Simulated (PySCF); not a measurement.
# Electron correlation in O+ (oxygen, charge +1)

[He] 2s2 2p3, high-spin 4S determinant. Computed with PySCF 2.14 in def2-SVP (3s2p1d, 14 functions), with the non-relativistic Hamiltonian (point nucleus). Frozen: 1s2; 5 electrons correlated.

MP2 pair energies summed by pair of shells (mhartree):

```
 pair  energy  share (%)
2s-2p  -45.31       65.7
2p-2p  -16.53       24.0
2s-2s   -7.10       10.3
```

Total MP2 correlation energy: -68.93 mhartree.

Same-spin part -19.30 and opposite-spin part -49.63 mhartree; SCS-MP2 scales them by 1/3 and 6/5 to -65.99 mhartree.

| level | correlation energy (mhartree) |
| --- | --- |
| CCSD | -83.87 |
| (T) | -0.57 |
| CCSD(T) | -84.44 |

Diagnostics: T1 = 0.0038, D1 = 0.0069, largest double amplitude 0.036.

Cost of the coupled-cluster step: 0.09 s of wall time on 1 thread of Neoverse-V1 (shared host), for 5 correlated electrons.

Iterations:

```
CC2 = 0
CCSD nocc = (np.int64(4), np.int64(1)), nmo = (13, 13)
frozen orbitals [[0], [0]]
max_cycle = 100
direct = 0
conv_tol = 1e-08
conv_tol_normt = 1e-06
diis_space = 8
diis_start_cycle = 0
Init t2, MP2 energy = -0.0689325605199676
Init E_corr(UCCSD) = -0.0689325605345294
cycle = 1  E_corr(UCCSD) = -0.0806627979293587  dE = -0.0117302374  norm(t1,t2) = 0.0238472
cycle = 2  E_corr(UCCSD) = -0.0829986058338457  dE = -0.0023358079  norm(t1,t2) = 0.00723101
cycle = 3  E_corr(UCCSD) = -0.0839129877069516  dE = -0.000914381873  norm(t1,t2) = 0.00287678
cycle = 4  E_corr(UCCSD) = -0.083869526172179  dE = 4.34615348e-05  norm(t1,t2) = 0.000505126
cycle = 5  E_corr(UCCSD) = -0.0838737566640137  dE = -4.23049183e-06  norm(t1,t2) = 9.22016e-05
cycle = 6  E_corr(UCCSD) = -0.0838736452312223  dE = 1.11432791e-07  norm(t1,t2) = 7.98747e-06
cycle = 7  E_corr(UCCSD) = -0.0838737605862096  dE = -1.15354987e-07  norm(t1,t2) = 6.25439e-07
cycle = 8  E_corr(UCCSD) = -0.0838737484917732  dE = 1.20944364e-08  norm(t1,t2) = 7.68423e-08
cycle = 9  E_corr(UCCSD) = -0.0838737394595734  dE = 9.03219984e-09  norm(t1,t2) = 3.18044e-08
UCCSD converged
E(UCCSD) = -74.35994435605132  E_corr = -0.08387373945957341
UCCSD(T) correction = -0.000568430921189251
```
